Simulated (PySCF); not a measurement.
How methods differ on the ionisation energy of Sc

Sc [Ar] 3d1 4s2 (2D) → Sc⁺ [Ar] 3d1 4s1 (3D), as a difference of total energies. Computed with PySCF 2.14 in cc-pVTZ (7s6p4d2f1g, 68 functions), with no relativity, point nucleus. Correlated levels: valence: [Ar] frozen. The calculations carry no spin-orbit coupling.

Q: Order these methods by the ionisation energy they give, lowest first.
A. SCS-MP2 (valence)
B. B3LYP
C. UHF
D. MP2 (valence)

A: C (5.362 eV), D (6.064 eV), A (6.210 eV), B (6.557 eV).

These non-relativistic numbers lack the scalar-relativistic shift.

Errors of the correlated levels include the incompleteness of this basis and the frozen core.

MP2 underrates the near-degeneracy of ns² with np² in the lower species.

For comparison: 6.562 eV (measured; NIST levels, between the centres of gravity of the two terms).
